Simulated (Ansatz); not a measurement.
Stepwise reaction of `C[Si](C)(S)S` with hydrogen fluoride, as a gas-phase model of exchange steps in deposition or etching. ΔE in kJ/mol.

Program: Ansatz. Geometries: PBE0-D4/def2-TZVP. ΔE: electronic, gas phase. CCSD(T)/CBS is the MP2 limit (def2-TZVPP, def2-QZVPP) plus CCSD(T) − MP2 in def2-TZVPP, frozen cores. This one scheme is used for every species. DFT in def2-TZVPP. B3LYP here is the variant with VWN-RPA as its local correlation; programs differ in this. One conformer a species, not always the lowest.

| step | reaction | PBE-D4 | B3LYP-D4 | ωB97M-V | CCSD(T)/CBS |
| --- | --- | --- | --- | --- | --- |
| 1 | `C[Si](C)(S)S` + H–F → `C[Si](F)(S)S` + CH₄ | -139.9 | -151.8 | -149.4 | -143.0 |

(1) Give the row of step 2, `C[Si](F)(S)S` + H–F → `F[Si](F)(S)S` + CH₄. (An estimate is asked.)

(2) By hand: ΔE of the 2 steps together at CCSD(T)/CBS.

Results:

(1) Ansatz gave: 
```tsv
step	reaction	PBE-D4	B3LYP-D4	ωB97M-V	CCSD(T)/CBS
2	`C[Si](F)(S)S` + H–F → `F[Si](F)(S)S` + CH₄	-131.1	-143.8	-141.4	-137.3
```

(2) (-143.0) + (-137.3) = -280.3 kJ/mol, or -140.2 kJ/mol a step.

In ΔE each step is higher than the one before. All are downhill at CCSD(T)/CBS. PBE-D4 differs from CCSD(T)/CBS by 3.1 to 6.2 kJ/mol a step. Isolated molecules leave out the surface, adducts and barriers. Largest T1 diagnostic: 0.012.
